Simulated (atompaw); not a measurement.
**An all-electron radial function and its pseudo partner (mercury)**

Columns: radius, all-electron u(r) and pseudo u(r) of the 5p shell (level -75.62 eV) of mercury in the configuration [Kr] 4d10 4f14 5s2 5p6 5d10 6s1 6p0; PBE, scalar-relativistic, PAW (atompaw) scheme, atompaw 4.2.0.5.

| r (bohr) | all-electron | pseudo |
| --- | --- | --- |
| 0.063 | -0.1026 | 0.0142 |
| 0.127 | 0.4240 | 0.0568 |
| 0.190 | 0.1378 | 0.1244 |
| 0.254 | -0.3637 | 0.2154 |
| 0.317 | -0.6135 | 0.3224 |
| 0.381 | -0.5630 | 0.4431 |
| 0.444 | -0.3165 | 0.5677 |
| 0.508 | 0.0163 | 0.6936 |
| 0.571 | 0.3443 | 0.8109 |
| 0.635 | 0.6323 | 0.9176 |
| 0.698 | 0.8528 | 1.0056 |
| 0.762 | 1.0101 | 1.0741 |
| 0.825 | 1.1051 | 1.1186 |
| 0.888 | 1.1501 | 1.1396 |
| 0.952 | 1.1551 | 1.1374 |
| 1.015 | 1.1299 | 1.1140 |
| 1.079 | 1.0827 | 1.0718 |
| 1.142 | 1.0220 | 1.0161 |
| 1.206 | 0.9518 | 0.9493 |
| 1.269 | 0.8785 | 0.8778 |
| 1.333 | 0.8031 | 0.8030 |
| 1.396 | 0.7303 | 0.7303 |
| 1.460 | 0.6593 | 0.6593 |
| 1.523 | 0.5934 | 0.5934 |
| 1.587 | 0.5311 | 0.5311 |
| 1.650 | 0.4744 | 0.4744 |

How many radial nodes do the two functions have?

The all-electron 5p function has n − l − 1 = 3; the pseudo-wave has 0, since the states of the same l below it are removed with the core.

At about which radius was the pseudo-wave matched?

1.45 bohr. The columns agree to 0.0005 from 1.33 bohr on; several derivatives are matched, so the curves merge somewhat inside the radius.

Where does each function peak?

Outermost all-electron maximum near 0.95 bohr, pseudo maximum near 0.89 bohr (to the table’s step).

Is the pseudo-wave norm-conserving?

No, it belongs to a PAW set: the norm inside the radius is not constrained, and the difference is carried by the augmentation charge.
